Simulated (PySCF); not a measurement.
Molecule: `C=CCOC(=O)C=C`, C$_{6}$H$_{8}$O$_{2}$.

Bonds (- single, = double, # triple, : aromatic): C1=C2, C2-C3, C3-O4, O4-C5, C5=O6, C5-C7, C7=C8. C1 carries H9, H10; C2 carries H11; C3 carries H12, H13; C7 carries H14; C8 carries H15, H16. H9 is cis to C3; H16 is cis to C5; H10 is trans to C3; H15 is trans to C5.

Frames of a GFN2-xTB Langevin trajectory at 300 K; GIAO PBE0/pcSseg-1 shieldings in PySCF 2.14.0 with density-fitted response routines, gas phase, non-relativistic; equivalent atoms averaged within each frame.

Scale: ¹³C (σ = 186.93 ppm), ¹H (σ = 31.72 ppm) against TMS; ¹⁷O (σ = 336.08 ppm) vs H2O (reference shieldings calculated alike). The references are static minima.

Q: How do the shifts (ppm) fluctuate along the trajectory?

A: 
| time (fs) | C5 | C2 | C8 | C7 | C1 | C3 | O6 | O4 | H16 | H9 |
| --- | --- | --- | --- | --- | --- | --- | --- | --- | --- | --- |
| 250 | 169.1 | 139.1 | 136.4 | 134.1 | 132.0 | 70.6 | 387.2 | 225.6 | 7.18 | 6.35 |
| 425 | 176.0 | 151.5 | 139.7 | 137.6 | 125.3 | 66.5 | 411.5 | 225.7 | 6.70 | 5.68 |
| 625 | 175.1 | 147.5 | 136.1 | 141.6 | 126.8 | 66.5 | 395.8 | 215.6 | 6.26 | 6.53 |
| 800 | 172.7 | 144.9 | 148.7 | 142.7 | 133.3 | 65.3 | 406.9 | 217.5 | 6.62 | 5.98 |
| 1000 | 175.1 | 137.2 | 137.0 | 134.2 | 117.9 | 72.1 | 446.8 | 206.9 | 7.16 | 5.87 |
| mean of frames | 173.6 | 144.0 | 139.6 | 138.0 | 127.1 | 68.2 | 409.6 | 218.3 | 6.78 | 6.08 |
| standard deviation | 2.8 | 5.9 | 5.3 | 4.0 | 6.1 | 3.0 | 22.9 | 7.9 | 0.39 | 0.35 |

5 frames give an uncertainty of the mean of about the standard deviation over 2.2 at best, since frames this close in time may not be independent; classical motion lacks zero-point vibration, and the reference would need the same averaging.
